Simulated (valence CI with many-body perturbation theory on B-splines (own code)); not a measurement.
# S in brief

Computed by valence CI with perturbative core correlation (CI+MBPT): six valence electrons over a frozen Dirac-Fock core [Ne], radial functions for each j: 9 s, 9 p, 8 d, 6 f, 3 g, 1 h, with the one-electron correlation potential Σ1, the two-electron term Σ2, the three-electron term Σ3, Breit, model QED; selected CI, second order for the rest, scaled by the run's own slope (own B-spline code, finite nucleus).

Set against measurement, 29 paired levels are off by 270 cm⁻¹ on average, the worst by 480. Among the levels kept, up to 3200 cm⁻¹ of a level comes from second order outside the variational space, and about a tenth of that is noise between levels of different J, which matters for small intervals.

Rates and lifetimes use the calculated energies. Strong lines usually hold to 10 to 20 %, long lifetimes can be off by a factor of two.

Task: What is the ground level?

Result: 3s²3p⁴ ³P_2, composition 92 % 3s²3p⁴ ³P, g = 1.501.

Task: Where does the other parity begin?

Result: At 3s²3p³4s ⁵S°_2, 52205 cm⁻¹.

Task: How is the term ³P of the ground level split?

Result: J = 2 at 0.0, J = 1 at 348, J = 0 at 417 cm⁻¹.

Task: Among levels below 73365 cm⁻¹, which E1 lines absorb most strongly from the ground level?

Result: to 3s²3p³3d ³D°_3 at 143.1 nm, f = 0.129; to 3s²3p³4s ³S°_1 at 182.1 nm, f = 0.0859; to 3s²3p³4s ³D°_3 at 147.9 nm, f = 0.0607.

Task: What are the static dipole polarisabilities of the lowest levels?

Result: 3s²3p⁴ ³P_2 18.3 (tensor -1.2); 3s²3p⁴ ³P_1 18.4 (tensor 0.63); 3s²3p⁴ ³P_0 17.9; 3s²3p⁴ ¹D_2 18.8 (tensor 1.7) bohr³, of which the core gives 0.0721. The recommended value for the atom is 19.4 ± 0.1 bohr³ (Schwerdtfeger and Nagle, table of static dipole polarizabilities (2023 update)).

Task: Name the longest-lived excited levels whose lifetime is computed, and their main decay.

Result: 3s²3p⁴ ¹D_2 at 9345 cm⁻¹ lives 28.2 s, mostly by M1 to 3s²3p⁴ ³P_2; 3s²3p⁴ ¹S_0 at 22285 cm⁻¹ lives 593 ms, mostly by E2 to 3s²3p⁴ ¹D_2. The lifetime of 3s²3p⁴ ³P_1 is too uncertain to give, and may be longer. The lifetime of 3s²3p⁴ ³P_0 is too uncertain to give, and may be longer.

Task: How well does LS coupling describe the low levels?

Result: Among the lowest 20 levels the leading LS term, summed over configurations, holds 99 % on average. For single configurations the figures are 88 % in LS and 51 % in jj coupling. Terms mix most in the J = 3 level at 67636 cm⁻¹, where the leading one holds 94 %.
